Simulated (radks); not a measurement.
The numbers below are computed, except where a source is named.
Effect of the nuclear size on the tantalum ion Ta+, [Xe] 4f14 5d3 6s1. Code: a radial shooting solver on a logarithmic mesh with Libxc functionals. Model: Dirac Kohn-Sham, LDA (Slater exchange, Perdew-Wang correlation), spin-unpolarised, spherical densities, finite nucleus; open shells are shared between the two j in proportion to 2j + 1; Fermi nuclear charge, rms radius 5.3507 fm. The rms radius is varied about that value; shifts are against it.

rms radius (fm)  total energy shift (eV)  density at nucleus (e/bohr^3)  1s1/2 shift (meV)  2s1/2 shift (meV)  5p1/2 shift (meV)  6s1/2 shift (meV)  5d5/2 shift (meV)  6p1/2 (empty) shift (meV)  7s1/2 (empty) shift (meV)
4.4304                             -16.9                      1.393e+06              -6880               -960              0.332             -0.861              0.324                      0.116                     -0.134
5.1153                             -4.53                      1.327e+06              -1840               -257              0.089             -0.230              0.087                      0.031                     -0.036
5.3507                                 0                      1.307e+06              0.000              0.000              0.000              0.000              0.000                      0.000                      0.000
5.5166                              3.28                      1.294e+06               1330                186             -0.064              0.167             -0.063                     -0.023                      0.026
6.3727                              21.2                      1.232e+06               8620               1200             -0.414               1.08             -0.406                     -0.146                      0.168

Slopes of the eigenvalues against <r^2> in GHz/fm^2, as finite differences over the two radii next to the reference (eigenvalue slopes, not the field-shift constants of lines): 1s1/2 180000, 2s1/2 25100, 5p1/2 -8.65, 6s1/2 22.5, 5d5/2 -8.46, 6p1/2 (empty) -3.04, 7s1/2 (empty) 3.51.
